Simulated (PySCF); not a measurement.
B(NMe2)3 (C₆H₁₈BN₃), SMILES CN(B(N(C)C)N(C)C)C. Heavy atoms are numbered as in [B:1]([N:2]([CH3:3])[CH3:4])([N:11]([CH3:12])[CH3:13])[N:20]([CH3:21])[CH3:22]. Hydrogens are named by the atom that carries them.

The structure is a stationary point at PBE0-D3(BJ)/def2-SVP. The isomer is the one that the SMILES or the coordinates give; other isomers of the formula were not compared. The values are those of a single conformer.

Method: B3LYP/pcSseg-1 (PySCF).

GIAO shieldings, no solvent; atoms alike by connectivity are averaged. δ = σ(ref) − σ: ¹¹B against BF3 (σ = 86.3 ppm); ¹⁵N against NH3 (σ = 265.5 ppm); ¹³C against TMS (σ = 181.3 ppm); ¹H against TMS (σ = 31.68 ppm), references at their B3LYP-D3(BJ)/def2-TZVP geometries, non-relativistic.

Computed chemical shifts:
```json
[
 {"nucleus": "¹¹B", "atoms": "B1", "count": "1", "δ (ppm)": "16.5"},
 {"nucleus": "¹⁵N", "atoms": "N2", "count": "3", "δ (ppm)": "61.5"},
 {"nucleus": "¹³C", "atoms": "C3 (CH3)", "count": "6", "δ (ppm)": "42.9"},
 {"nucleus": "¹H", "atoms": "H on C3", "count": "18", "δ (ppm)": "2.80"}
]
```
